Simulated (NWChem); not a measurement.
System: CH5ClFNSi; SMILES NC[Si@H](F)Cl

The following NWChem deck was run.

```
start job
memory heap 200 mb stack 900 mb global 1100 mb
geometry units angstroms noautoz
  N     -0.398765     2.629157    -0.039807
  C     -0.917501     1.264743    -0.269202
  Si     0.237635    -0.078962     0.363337
  F      1.655961     0.078960    -0.393016
  Cl    -0.488799    -1.983383    -0.020599
  H     -0.260387     2.801653     0.954610
  H      0.508118     2.745169    -0.488613
  H     -1.096272     1.134911    -1.343676
  H     -1.901786     1.177884     0.207775
  H      0.499794     0.032591     1.817787
end
basis spherical
  * library 6-31g*
end
dft
  xc r2scan0
  iterations 150
  mulliken
end
task dft energy
```

NWChem printed, in part:

```
             Northwest Computational Chemistry Package (NWChem) 7.3.0
             --------------------------------------------------------

 C1  symmetry detected

                             Geometry "geometry" -> ""
                             -------------------------

 Output coordinates in angstroms (scale by  1.889725989 to convert to a.u.)

  No.       Tag          Charge          X              Y              Z
 ---- ---------------- ---------- -------------- -------------- --------------
    1 N                    7.0000    -0.45231519     2.62312280    -0.02329763
    2 C                    6.0000    -0.91739274     1.25161777    -0.31657480
    3 Si                  14.0000     0.22417376    -0.07657142     0.37097685
    4 F                    9.0000     1.68846332     0.13263668    -0.27767246
    5 Cl                  17.0000    -0.42278677    -1.98956792    -0.10211832
    6 H                    1.0000    -0.39015644     2.77739723     0.98174177
    7 H                    1.0000     0.48106780     2.77116516    -0.40303709
    8 H                    1.0000    -1.01520255     1.14072223    -1.40351786
    9 H                    1.0000    -1.93073460     1.13019313     0.08624383
   10 H                    1.0000     0.37836114     0.00988053     1.84248917

 Effective nuclear repulsion energy (a.u.)     295.9730477894

                                 NWChem DFT Module
                                 -----------------

 Summary of "ao basis" -> "ao basis" (spherical)
 ------------------------------------------------------------------------------
       Tag                 Description            Shells   Functions and Types
 ---------------- ------------------------------  ------  ---------------------
 N                           6-31g*                  6       14   3s2p1d
 C                           6-31g*                  6       14   3s2p1d
 Si                          6-31g*                  8       18   4s3p1d
 F                           6-31g*                  6       14   3s2p1d
 Cl                          6-31g*                  8       18   4s3p1d
 H                           6-31g*                  2        2   2s

            General Information
            -------------------
          SCF calculation type: DFT
          Wavefunction type:  closed shell.
          No. of atoms     :    10
          No. of electrons :    58
           Alpha electrons :    29
            Beta electrons :    29
          Charge           :     0
          Spin multiplicity:     1
          Use of symmetry is: off; symmetry adaption is: off
          Maximum number of iterations: 150
          AO basis - number of functions:    88
                     number of shells:    44
          Convergence on energy requested:  1.00D-06
          Convergence on density requested:  1.00D-05
          Convergence on gradient requested:  5.00D-04

              XC Information
              --------------
                     r^2SCAN0 Method XC Functional
                     Hartree-Fock (Exact) Exchange  0.250
               r^2SCAN metaGGA Exchange Functional  0.750
                     r^2SCAN Correlation Potential  1.000

             Grid Information
             ----------------
          Grid used for XC integration:  medium
          Radial quadrature: Mura-Knowles
          Angular quadrature: Lebedev.
          Tag              B.-S. Rad. Rad. Pts. Rad. Cut. Ang. Pts.
          ---              ---------- --------- --------- ---------
          N                   0.65       49          12.0       434
          C                   0.70       49          10.0       434
          Si                  1.10       88           8.0       590
          F                   0.50       49          10.0       434
          Cl                  1.00       88          12.0       590
          H                   0.35       45          12.0       434
          Grid pruning is: on
          Number of quadrature shells:   548
          Spatial weights used:  Erf1

      Superposition of Atomic Density Guess
      -------------------------------------

 Sum of atomic energies:        -942.08537735

      Non-variational initial energy
      ------------------------------

 Total energy =    -943.910210
 1-e energy   =   -1890.853373
 2-e energy   =     650.970115
 HOMO         =      -0.272853
 LUMO         =       0.072219

     ---------------------------------------------
      Total Density - Mulliken Population Analysis
     ---------------------------------------------

    Atom       Charge   Shell Charges
 -----------   ------   -------------------------------------------------------
    1 N    7     7.97   2.00  0.83  2.53  0.85  1.74  0.03
    2 C    6     6.48   2.00  0.71  1.93  0.64  1.16  0.04
    3 Si  14    12.73   2.00  2.00  5.97  0.88  1.22  0.21  0.26  0.19
    4 F    9     9.61   2.00  0.95  3.47  1.00  2.18  0.01
    5 Cl  17    17.43   2.00  2.00  5.98  1.38  3.71  0.57  1.79  0.01
    6 H    1     0.59   0.42  0.17
    7 H    1     0.59   0.42  0.17
    8 H    1     0.77   0.47  0.30
    9 H    1     0.76   0.46  0.30
   10 H    1     1.07   0.47  0.60

   convergence    iter        energy       DeltaE   RMS-Dens  Diis-err
 ---------------- ----- ----------------- --------- --------- ---------
 d= 0,ls=0.0,diis     1   -945.2056671934 -1.24D+03  1.30D-02  6.37D-01
 d= 0,ls=0.0,diis     2   -945.2017837448  3.88D-03  6.45D-03  8.23D-01
 d= 0,ls=0.0,diis     3   -945.2799533605 -7.82D-02  1.00D-03  1.74D-02
 d= 0,ls=0.0,diis     4   -945.2811515458 -1.20D-03  4.74D-04  1.91D-03
 d= 0,ls=0.0,diis     5   -945.2814021738 -2.51D-04  7.73D-05  5.69D-05
  Resetting Diis
 d= 0,ls=0.0,diis     6   -945.2814087200 -6.55D-06  1.83D-05  6.07D-06
 d= 0,ls=0.0,diis     7   -945.2814093450 -6.25D-07  1.10D-05  4.11D-07
 d= 0,ls=0.0,diis     8   -945.2814093320  1.30D-08  5.35D-06  5.74D-07

         Total DFT energy =     -945.281409331975
      One electron energy =    -1894.141153449452
           Coulomb energy =      726.689380738733
    Exchange-Corr. energy =      -73.802684410651
 Nuclear repulsion energy =      295.973047789396

 Numeric. integr. density =       58.000007392933

                       DFT Final Molecular Orbital Analysis
                       ------------------------------------

 Vector   27  Occ=2.000000D+00  E=-3.600652D-01
              MO Center= -3.7D-01, -1.8D+00, -8.6D-02, r^2= 1.9D+00
   Bfn.  Coefficient  Atom+Function         Bfn.  Coefficient  Atom+Function
  ----- ------------  ---------------      ----- ------------  ---------------
    67      0.664763   5 Cl px               71      0.363262   5 Cl px
    63     -0.259579   5 Cl px               69     -0.154704   5 Cl pz
    68     -0.152482   5 Cl py               50      0.095201   4 F  py
    73     -0.081892   5 Cl pz               72     -0.080158   5 Cl py
    54      0.073407   4 F  py                3      0.062878   1 N  px

 Vector   28  Occ=2.000000D+00  E=-3.504533D-01
              MO Center= -3.0D-01, -1.3D+00,  1.3D-01, r^2= 3.3D+00
   Bfn.  Coefficient  Atom+Function         Bfn.  Coefficient  Atom+Function
  ----- ------------  ---------------      ----- ------------  ---------------
    69      0.624216   5 Cl pz               73      0.342231   5 Cl pz
    65     -0.243302   5 Cl pz               88     -0.223781  10 H  s
    87     -0.144762  10 H  s                37     -0.101990   3 Si pz
    67      0.097615   5 Cl px               68     -0.095347   5 Cl py
     3      0.092847   1 N  px               20      0.087645   2 C  s

 Vector   29  Occ=2.000000D+00  E=-2.613798D-01
              MO Center= -5.4D-01,  2.0D+00, -7.8D-02, r^2= 2.7D+00
   Bfn.  Coefficient  Atom+Function         Bfn.  Coefficient  Atom+Function
  ----- ------------  ---------------      ----- ------------  ---------------
     4     -0.323123   1 N  py                3      0.311988   1 N  px
     8     -0.302653   1 N  py                7      0.276688   1 N  px
     6     -0.197129   1 N  s                 5      0.195190   1 N  pz
    34     -0.184440   3 Si s                 9      0.174014   1 N  pz
    18      0.164365   2 C  py               35      0.157355   3 Si px

 Vector   30  Occ=0.000000D+00  E= 3.141662D-02
              MO Center= -1.8D-02,  3.0D-01,  4.3D-01, r^2= 4.6D+00
   Bfn.  Coefficient  Atom+Function         Bfn.  Coefficient  Atom+Function
  ----- ------------  ---------------      ----- ------------  ---------------
    40      0.683986   3 Si py               39      0.647167   3 Si px
    70      0.626937   5 Cl s                 6     -0.535817   1 N  s
    38     -0.510300   3 Si s                72      0.448168   5 Cl py
    36      0.371711   3 Si py               35      0.282246   3 Si px
    80      0.253406   6 H  s                52     -0.234005   4 F  s

 Vector   31  Occ=0.000000D+00  E= 4.594667D-02
              MO Center=  3.3D-01, -3.2D-01,  3.0D-01, r^2= 4.0D+00
   Bfn.  Coefficient  Atom+Function         Bfn.  Coefficient  Atom+Function
  ----- ------------  ---------------      ----- ------------  ---------------
    39      0.702358   3 Si px               40     -0.542244   3 Si py
    52     -0.422102   4 F  s                41     -0.369018   3 Si pz
    34      0.328586   3 Si s                71     -0.302003   5 Cl px
    36     -0.283516   3 Si py               86      0.257426   9 H  s
    70     -0.255552   5 Cl s                35      0.246071   3 Si px

 Vector   32  Occ=0.000000D+00  E= 7.790133D-02
              MO Center= -2.8D-01,  7.1D-01,  8.7D-02, r^2= 5.1D+00
   Bfn.  Coefficient  Atom+Function         Bfn.  Coefficient  Atom+Function
  ----- ------------  ---------------      ----- ------------  ---------------
    38     -1.277727   3 Si s                20      1.268769   2 C  s
     6      0.634734   1 N  s                39      0.444161   3 Si px
    22     -0.430665   2 C  py               88      0.431907  10 H  s
    40     -0.402424   3 Si py               80     -0.389304   6 H  s
    84     -0.386371   8 H  s                82     -0.362585   7 H  s

     ---------------------------------------------
      Total Density - Mulliken Population Analysis
     ---------------------------------------------

    Atom       Charge   Shell Charges
 -----------   ------   -------------------------------------------------------
    1 N    7     7.79   2.00  0.79  2.45  0.90  1.62  0.03
    2 C    6     6.45   2.00  0.66  2.05  0.64  1.06  0.04
    3 Si  14    13.07   2.00  2.00  5.97  0.93  1.60  0.09  0.19  0.30
    4 F    9     9.42   2.00  0.93  3.30  1.03  2.15  0.01
    5 Cl  17    17.31   2.00  2.00  5.98  1.38  3.64  0.59  1.71  0.02
    6 H    1     0.66   0.50  0.15
    7 H    1     0.65   0.50  0.15
    8 H    1     0.78   0.51  0.26
    9 H    1     0.78   0.51  0.27
   10 H    1     1.09   0.50  0.59

     -------------------------------------------
      Total Density - Lowdin Population Analysis
     -------------------------------------------

    Atom       Charge   Shell Charges
 -----------   ------   -------------------------------------------------------
    1 N    7     7.49   1.99  0.72  2.31  0.58  1.83  0.06
    2 C    6     6.40   1.99  0.55  1.88  0.45  1.44  0.09
    3 Si  14    13.41   2.00  1.97  5.88  0.64  1.48  0.33  0.66  0.44
    4 F    9     9.28   1.99  0.93  3.18  0.86  2.31  0.02
    5 Cl  17    17.18   2.00  1.99  5.91  1.16  3.38  0.66  2.06  0.02
    6 H    1     0.76   0.48  0.28
    7 H    1     0.75   0.48  0.28
    8 H    1     0.83   0.49  0.34
    9 H    1     0.84   0.49  0.35
   10 H    1     1.05   0.50  0.55

     Multipole analysis of the density
     ---------------------------------

     L   x y z        total         alpha         beta         nuclear
     -   - - -        -----         -----         ----         -------
     0   0 0 0     -0.000000    -29.000000    -29.000000     58.000000

     1   1 0 0     -0.096513     -0.048257     -0.048257      0.000000
     1   0 1 0      0.550403      0.275201      0.275201      0.000000
     1   0 0 1      0.441776      0.220888      0.220888      0.000000

     2   2 0 0    -33.884359    -90.447921    -90.447921    147.011484
     2   1 1 0      1.940349      4.910133      4.910133     -7.879918
     2   1 0 1     -0.158847     -1.639162     -1.639162      3.119476
     2   0 2 0    -36.452871   -273.681724   -273.681724    510.910577
     2   0 1 1      1.532498      0.687605      0.687605      0.157288
     2   0 0 2    -30.973435    -33.165931    -33.165931     35.358428
```

Level: r2SCAN0/6-31G* (spherical d). Structure relaxed at the B3LYP/6-31G* (spherical d) level.
